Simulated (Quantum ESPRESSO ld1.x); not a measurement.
Q: Radial electron density D(r) = 4 pi r^2 rho(r) of an atom or ion with 7 electrons. Calculated with ld1.x of Quantum ESPRESSO 7.5: Dirac Kohn-Sham, PW91, spin-unpolarised, spherical densities, point nucleus.

```
   r/bohr * D(r) (the largest magnitude, 36.7, reaches the edge; | marks zero)
 0.001962 | *
 0.002377 | *
  0.00288 |  *
  0.00349 |   *
 0.004228 |     *
 0.005164 |       *
 0.006257 |          *
 0.007582 |              *
 0.009187 |                   *
  0.01113 |                         *
  0.01349 |                               *
  0.01634 |                                      *
   0.0198 |                                             *
  0.02399 |                                                   *
  0.02907 |                                                      *
  0.03551 |                                                      *
  0.04302 |                                                  *
  0.05213 |                                            *
  0.06317 |                                     *
  0.07654 |                                *
  0.09274 |                               *
   0.1124 |                                  *
   0.1362 |                                      *
    0.165 |                                      *
   0.1999 |                                 *
   0.2422 |                       *
   0.2958 |            *
   0.3584 |    *
   0.4343 |*
   0.5262 *
   0.6376 *
```

What is the nuclear charge?

A: Z = 31. The innermost maximum, from 1s, lies near gamma/Z bohr with gamma = sqrt(1 - (Z/c)^2) = 0.974, here 0.0314 bohr (found: 0.0323), and its height grows with Z. The density is that of the gallium ion Ga24+ in [He] 2s2 2p3; the configuration itself is not fixed sharply by these data, and Z only to about a unit. D(r) has 2 maxima, at r = 0.0323, 0.154 bohr, and minima at 0.0877 bohr, inside which lie 2.26 electrons.
